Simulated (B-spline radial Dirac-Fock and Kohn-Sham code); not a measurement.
# Photoionisation of chlorine ions at Ga Kα (9251.7 eV)

Level of theory: Dirac-Hartree-Slater photoionisation with all multipoles and Dirac-Fock thresholds; a radial finite-basis atomic code. Cross sections in kb; a dash marks an empty subshell or a threshold above the photon energy.

```csv
ion,configuration,total,1s,2p1/2,2p3/2,3p1/2,3p3/2
Cl³⁺,[Ne] 3s2 3p2,4.207,3.84,0.0211,0.0402,0.000859,0.00164
Cl⁹⁺,[He] 2s2 2p4,4.207,3.86,0.0167,0.0319,–,–
Cl¹³⁺,[He] 2s2,4.270,3.92,–,–,–,–
```

Values without a named source are computed, but for edge energies of neutral atoms, which are taken from tables.
